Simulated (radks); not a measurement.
The gold ion Au2+, configuration [Xe] 4f14 5d8 7p1 (not the ground configuration).

All-electron calculation, scalar-relativistic Kohn-Sham, LDA (Slater exchange, Perdew-Wang correlation), spin-unpolarised, spherical densities, finite nucleus; Fermi nuclear charge, rms radius 5.4371 fm. Program: a radial shooting solver on a logarithmic mesh with Libxc functionals.

Energy parts (hartree):
| part | energy |
|---|---|
| total | -18995.0929 |
| kinetic | 21235.4904 |
| electron-nucleus | -47176.0558 |
| Hartree | 7296.1222 |
| exchange-correlation | -350.6496 |

Orbitals (lengths in bohr, moments of r in powers of bohr; <r^-3> diverges for s and p1/2; r(90%) holds 90 % of the orbital's charge):
orbital  occ.  eigenvalue (hartree)  r(90%)  <r^-3>      <r^2>   <1/r>
1s          2             -2965.972  0.0309       -  0.0003938   95.62
2s          2             -524.3635   0.111       -   0.006003   22.43
2p          6             -453.8270   0.105   25460   0.005049   19.97
3s          2             -124.6379   0.270       -    0.03873   8.313
3p          6             -104.1681   0.277    5821    0.03978   7.589
3d         10             -82.21518   0.260   723.8    0.03294   7.144
4s          2             -27.93213   0.584       -     0.1873   3.566
4p          6             -21.21417   0.629    1404     0.2139   3.220
4d         10             -13.13312   0.684   152.5     0.2431   2.886
4f         14              -4.15454   0.800   29.43     0.3008   2.464
5s          2              -5.13818    1.32       -     0.9553   1.469
5p          6              -3.33709    1.54   243.2      1.272   1.251
5d          8              -1.31535    2.18   15.78      2.399  0.9046
7p          1              -0.31306    8.40   7.669      40.39  0.2116

The highest occupied level is 7p at -8.519 eV. The density falls to 0.001 e/bohr^3 at r = 3.30 bohr.
